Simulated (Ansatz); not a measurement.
Input for Ansatz (an electronic-structure program): R-CCSD(T)/def2-TZVPPD on Cl2Te (SMILES Cl[Te]Cl), atoms moved off the minimum. Elements past Kr take the def2 small-core potentials; no spin–orbit coupling. Files ending in .json are basis or fitting sets from the Basis Set Exchange. The run froze 19 orbitals, filled d shells among them.

Ansatz 0.2 input:
```yaml
crystal:
  periodic: [false, false, false]
  atoms:
    - {symbol: Te, position_ang: [0.08035837, -0.05829039, 0.52805059]}
    - {symbol: Cl, position_ang: [1.10817792, 1.42557073, -0.98271352]}
    - {symbol: Cl, position_ang: [-1.14373551, -1.23607158, -0.88042068]}
basis:
  gaussian:
    orbitals: def2-TZVPPD.json
magnetization: {spin_polarized: false}
correlation: {method: ccsd_t, electrons: outside_noble_gas}
scf: {lower_state_search: off}
output: {forces: true}
```

Output:

```
WARN ansatz: RAYON_NUM_THREADS=4 ignored (pool sized by the plan → 4); use --threads N
Functional definition: HF
these checks for a lower state are left out or cut short: starts, cluster_reference, orbital_swaps, neighbouring_geometries, increment
integrals: 0.43 GiB planned
1132 factors; integrals over basis functions are off by at most 1.1e-3 eV
mean field: 0.63 GiB planned
mean field evaluation 1: about -32273.0667 eV, gradient 1.8e1 eV
mean field evaluation 2: about -32273.1584 eV, gradient 1.9e1 eV
mean field evaluation 4: about -32274.1505 eV, gradient 1.5e0 eV
mean field evaluation 8: about -32274.1675 eV, gradient 1.6e-1 eV
mean field -32274.16768888 eV, -1186.0537863498 hartree, gradient 1.3e-6 eV, S^2 0.000000; 0 other end points of the search recorded, 0 dependent functions left out
19 core orbitals not correlated
reference -32274.16768888 eV, -1186.0537863498 hartree; 10, 10 occupied and 132, 132 virtual orbitals, 1132 factors
densities: 1.99 GiB planned
second order -13.82182815 eV of doubles, -0.00000000 eV of singles
coupled cluster: 1.07 GiB planned
cycle   1  -14.52448963 eV  change   -7.0e-1 eV  update   8.2e-2
cycle   2  -14.86054340 eV  change   -3.4e-1 eV  update   2.5e-2
cycle   3  -14.92496453 eV  change   -6.4e-2 eV  update   1.3e-2
cycle   4  -14.91741292 eV  change    7.6e-3 eV  update   3.2e-3
cycle   5  -14.91620949 eV  change    1.2e-3 eV  update   1.5e-3
cycle   6  -14.91637003 eV  change   -1.6e-4 eV  update   4.5e-4
cycle   7  -14.91631587 eV  change    5.4e-5 eV  update   1.8e-4
cycle   8  -14.91631820 eV  change   -2.3e-6 eV  update   6.3e-5
cycle   9  -14.91632795 eV  change   -9.8e-6 eV  update   2.5e-5
cycle  10  -14.91631322 eV  change    1.5e-5 eV  update   9.7e-6
cycle  11  -14.91631478 eV  change   -1.6e-6 eV  update   3.8e-6
cycle  12  -14.91631721 eV  change   -2.4e-6 eV  update   1.5e-6
perturbative correction -0.70071264 eV, -0.0257507145 hartree
the calculation of the forces begins
mean field evaluation 16: about -32274.0474 eV, gradient 8.1e-1 eV
Total energy: -32289.78471873 eV, -1186.6277016112 hartree
Atom 0 at     0.080358    -0.058290     0.528051 Å, force     1.442395     1.396407     1.612940 eV/Å
Atom 1 at     1.108178     1.425571    -0.982714 Å, force    -0.066553    -0.083328     0.028416 eV/Å
Atom 2 at    -1.143736    -1.236072    -0.880421 Å, force    -1.375842    -1.313079    -1.641356 eV/Å
Dipole moment:    -0.049292    -0.120280     0.339754 e Å
Checks for a lower state left out: starts, cluster_reference, orbital_swaps, neighbouring_geometries, increment
```

The calculation finished and met its thresholds.

Cost: about 4 core-minutes (a rough figure).
